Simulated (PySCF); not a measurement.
Vertical excitations of a molecule CH8N2Si2 from TDDFT-CAM-B3LYP/def2-SVPD in PySCF 2.14.0, as energy in eV (oscillator strength): 5.89 (0.013), 5.98 (0.008), 6.25 (0.046), 6.42 (0.026), 6.49 (0.042), 6.70 (0.055), 6.98 (0.188), 7.09 (0.028), 7.27 (0.065), 7.41 (0.002). Lowest triplet (TDA): 5.31 eV. Coordinates come from a PBE0-D3(BJ)/def2-SVP optimisation. One conformer was computed; it need not be the lowest.

Task: Which structure fits?
(A) N[Si@H]1C[SiH2]N1
(B) N[Si@H]1NC[SiH2]1
(C) C1N[SiH2]N[SiH2]1
(D) N[Si@H]1CN[SiH2]1

Result: B, N[Si@H]1NC[SiH2]1
